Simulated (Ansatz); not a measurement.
Ge(NH2)H3 (GeNH5), relaxed as a singlet with RKS r2SCAN-D4/def2-TZVP in Ansatz, starting from the GFN2-xTB geometry. Force threshold 0.02 eV/Å.

Start:

```xyz
7

Ge   -0.514   -0.111    0.463
N     0.774    0.413   -0.691
H     0.627    0.185   -1.665
H     1.726    0.172   -0.451
H    -1.795    0.419   -0.085
H    -0.178    0.522    1.771
H    -0.640   -1.601    0.658
```

| step | energy (eV) | largest force component (eV/Å) | SCF passes |
| --- | --- | --- | --- |
| 1 | -58089.1599 | 0.955 | 25 |
| 2 | -58089.2168 | 0.414 | 30 |
| 3 | -58089.2240 | 0.135 | 30 |
| 4 | -58089.2261 | 0.038 | 30 |
| 5 | -58089.2263 | 0.071 | 30 |
| 6 | -58089.2266 | 0.010 | 31 |

Force components are those of the run's own axes.

End:

```tsv
atom	x (Å)	y (Å)	z (Å)
Ge1	-0.514	-0.096	0.460
N2	0.793	0.461	-0.720
H3	0.639	0.124	-1.664
H4	1.723	0.169	-0.442
H5	-1.845	0.442	-0.077
H6	-0.174	0.528	1.818
H7	-0.621	-1.628	0.626
```

By distances, no bond broke or formed. The bond that changes most is Ge1–H5, from 1.49 to 1.53 Å (atoms count from 1).

No frequencies were taken in this run, so the end may be a saddle point.

Hardware: 2 threads of Intel Xeon on a shared host. Wall time 22 s.
